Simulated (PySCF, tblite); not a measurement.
C3H7PSi.
SMILES with atom numbers: `[CH3:1][C:2]1=[C:3]([SiH3:4])[PH:5]1` (hydrogens: H6, H7, H8 on C1; H9, H10, H11 on Si4; H12 on P5)

Geometry (GFN2-xTB, Å), atoms numbered from 1 in this order:
```
atom  x, y, z in Å
C1    -1.982   -0.550    0.012
C2    -0.803    0.299   -0.185
C3     0.505    0.389   -0.205
Si4    2.158   -0.451   -0.013
P5    -0.319    2.016   -0.625
H6    -1.679   -1.580    0.194
H7    -2.561   -0.189    0.863
H8    -2.624   -0.511   -0.869
H9     1.900   -1.862    0.288
H10    2.894   -0.308   -1.268
H11    2.868    0.190    1.095
H12   -0.356    2.557    0.688
```

Computed, not measured: B3LYP/def2-SVPD in PySCF (dipole) on a GFN2-xTB geometry, gas phase.

Take the most abundant isotopes and a rigid rotor. 

Question: Give the principal moments of inertia and the rotational constants in MHz.

Answer: Ia = 118.95, Ib = 249.81, Ic = 355.93 u·Å²; 505379 MHz·u·Å²/I gives A = 4248, B = 2023, C = 1420 MHz.

Question: What kind of rotor is it?

Answer: An asymmetric top. Ray's parameter κ = (2B − A − C)/(A − C) = -0.574; −1 is the prolate and +1 the oblate limit.

Question: What does the inertial defect say?

Answer: Not planar: Δ = Ic − Ia − Ib = -12.84 u·Å². For a rigid frame Δ = −2 Σ m c², so Σ m c² = 6.42 u·Å² lies off the ab plane: 6.35 from hydrogen and 0.07 from heavier atoms. The atom farthest from that plane is 1.35 Å away.

Question: Give the other two planar moments, Paa and Pbb, and the rms extents of the mass along the axes.

Answer: Paa = Σ m a² = (Ib + Ic − Ia)/2 = 243.39 and Pbb = Σ m b² = (Ia + Ic − Ib)/2 = 112.54 u·Å². With the mass M = 102.01 u, the rms extents √(P/M) along a, b and c are 1.54, 1.05, 0.25 Å.

Question: Where do the levels up to J = 3 lie, in cm⁻¹?

Answer: Above 0(0,0):
J = 1: 1(0,1) 0.1148, 1(1,1) 0.1891, 1(1,0) 0.2092
J = 2: 2(0,2) 0.3410, 2(1,2) 0.3986, 2(1,1) 0.4590, 2(2,1) 0.6817, 2(2,0) 0.6853
J = 3: 3(0,3) 0.6719, 3(1,3) 0.7109, 3(1,2) 0.8312, 3(2,2) 1.0262, 3(2,1) 1.0434, 3(3,1) 1.4498, 3(3,0) 1.4502
The levels of one J sum to (2J + 1)J(J + 1)(A + B + C)/3.

Question: Predict some low-J microwave lines.

Answer: The dipole components are |μa| = 0.05 D, |μb| = 1.76 D, |μc| = 0.40 D. Intensities carry the squares of the components, which stand as 0.00 : 1.00 : 0.05 (a : b : c). Some lines, for components of 0.1 D or more:

```csv
type,branch,"J(Ka,Kc)",MHz,lower level (cm⁻¹)
c,Q,"4(1,4) ← 4(0,4)",694,1.101
b,R,"4(2,2) ← 3(3,1)",2417,1.450
b,Q,"2(1,1) ← 2(0,2)",3539,0.341
b,R,"2(0,2) ← 1(1,1)",4554,0.189
c,Q,"4(2,3) ← 4(1,3)",4808,1.322
c,Q,"3(2,2) ← 3(1,2)",5845,0.831
b,Q,"3(2,1) ← 3(1,2)",6359,0.831
b,Q,"4(1,3) ← 4(0,4)",6643,1.101
b,Q,"2(2,1) ← 2(1,2)",8486,0.399
b,R,"2(1,2) ← 1(0,1)",8508,0.115
b,Q,"3(2,2) ← 3(1,3)",9452,0.711
c,Q,"4(3,2) ← 4(2,2)",11537,1.530
b,Q,"4(3,2) ← 4(2,3)",12963,1.483
b,R,"3(2,2) ← 2(1,1)",17005,0.459
b,Q,"4(4,0) ← 4(3,1)",17447,1.918
c,R,"4(1,3) ← 3(0,3)",19501,0.672
b,R,"4(2,3) ← 3(1,2)",19533,0.831
c,R,"3(3,0) ← 2(2,0)",22931,0.685
b,R,"3(3,0) ← 2(2,1)",23038,0.682
c,R,"4(2,3) ← 3(1,3)",23140,0.711
b,R,"4(2,2) ← 3(1,3)",24566,0.711
b,R,"4(3,1) ← 3(2,2)",26734,1.026
b,R,"4(4,1) ← 3(3,0)",31471,1.450
c,R,"4(4,1) ← 3(3,1)",31483,1.450
b,R,"4(4,0) ← 3(3,1)",31484,1.450
```

Its GFN2-xTB frequencies are all real (lowest 52 cm⁻¹). Zero-point vibration and centrifugal distortion are left out. A rigid rotor knows nothing of internal rotation, which can split or shift real lines.
